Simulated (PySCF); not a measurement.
## A survey of ¹⁹F NMR shifts

- NMR shieldings at PBE0/pcSseg-1/GIAO
- GFN2-xTB geometry
- run in PySCF 2.14
- non-relativistic, equivalent nuclei averaged, no solvent, a single conformation

Shieldings were converted by a linear fit to measured shifts: ¹⁹F: δ = 146.13 − 0.903σ +14.6 on sp3 carbon (rms 6.0 ppm, 223 shifts, 7.0 ppm with the 5 outliers that the fit left out vs CFCl3, solution or neat liquid). Occasional misses reach two or three times the rms, and more in compound classes unlike the fitted ones.

Q: Give the ¹⁹F shifts of `C=C[SiH2][Si@](C)(P)C(F)F`.

A: 
```csv
compound,environment,δ (ppm)
[CH2:1]=[CH:2][SiH2:3][Si@:4]([CH3:5])([PH2:6])[CH:7]([F:8])[F:9],F9: fluorine of a CF2 group,-123.4
[CH2:1]=[CH:2][SiH2:3][Si@:4]([CH3:5])([PH2:6])[CH:7]([F:8])[F:9],F8: fluorine of a CF2 group,-123.5
```

Q: Match the shifts -60.6, -80.9, -124.9, -157.4, -214.5 ppm to `O[SiH2]/C(=C\O[SiH3])CCF`, `C[Si](C)(C)c1n[nH]c(F)n1`, `CC[C@@H]1O[SiH2]O[C@H]1C(F)(F)F`, `FC(F)(F)O[C@H]1COCC[SiH2]1`, `CO[C@@H](F)[SiH2][SiH2]C(C)=O`.

A: -60.6: FC(F)(F)O[C@H]1COCC[SiH2]1 (fluorine of an OCF3 group); -80.9: CC[C@@H]1O[SiH2]O[C@H]1C(F)(F)F (fluorine of a CF3 group); -124.9: C[Si](C)(C)c1n[nH]c(F)n1 (aryl fluorine); -157.4: CO[C@@H](F)[SiH2][SiH2]C(C)=O (fluorine on an sp3 carbon); -214.5: O[SiH2]/C(=C\O[SiH3])CCF (fluorine on an sp3 carbon).
